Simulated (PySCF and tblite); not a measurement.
The numbers below are computed, except where a source is named.
System: C4H7NOSi, numbered as in [N:1]#[C:2][C@@H:3]1[CH2:4][CH2:5][O:6][SiH2:7]1.

Motion: inversion of the 5-membered ring (3–4–5–6–7). GFN2-xTB gives an electronic barrier of 2.1 kcal/mol and a reaction energy of 0.1 kcal/mol.

(1) What does revPBE/pcSseg-1 + D3(BJ) give on GFN2-xTB geometries?

Programs: tblite and PySCF.

Answers

(1) A barrier of 3.7 kcal/mol, 1.5 above the tight-binding barrier (from unrounded values), a reaction energy of 0.0 kcal/mol and, with GFN2-xTB thermal terms, ΔG‡(298 K) = 3.7 kcal/mol and k = 1.2×10¹⁰ s⁻¹ (1 equivalent path).
